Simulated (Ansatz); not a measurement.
NbO2⁺. The state is a singlet with charge 1. Geometry PBE0-D4/def2-TZVP, that of the neutral doublet.

```tsv
atom	x (Å)	y (Å)	z (Å)
Nb1	0.1477	0.3753	-0.5607
O2	-0.0812	-1.3065	-0.4705
O3	-0.0666	0.9312	1.0312
```

In the def2 sets Nb takes a core potential; there is no spin–orbit coupling. The restricted singlet is unstable towards broken spin symmetry in Hartree–Fock (as tested in another run); at PBE-D4/def2-TZVP, r2SCAN-D4/def2-TZVP, PBE0-D4/def2-TZVP this wasn't settled. The structure comes from a short search, and lower isomers may exist.

Q: Estimate the orbital energies around the gap (eV) in Ansatz with PBE-D4/def2-TZVP, r2SCAN-D4/def2-TZVP, PBE0-D4/def2-TZVP.

A: 
```
orbital  PBE-D4/def2-TZVP  r2SCAN-D4/def2-TZVP  PBE0-D4/def2-TZVP
 HOMO−5            -16.07               -16.39             -17.82
 HOMO−4            -15.83               -16.16             -17.45
 HOMO−3            -15.62               -15.86             -17.05
 HOMO−2            -15.19               -15.41             -16.57
 HOMO−1            -14.73               -14.97             -16.20
   HOMO            -13.42               -13.69             -14.96
   LUMO            -10.88               -10.56             -10.00
 LUMO+1            -10.29               -10.09              -9.41
 LUMO+2             -9.41                -9.10              -8.68
 LUMO+3             -8.91                -8.72              -7.94
 LUMO+4             -6.90                -6.53              -6.11
 LUMO+5             -6.22                -5.87              -5.39
```
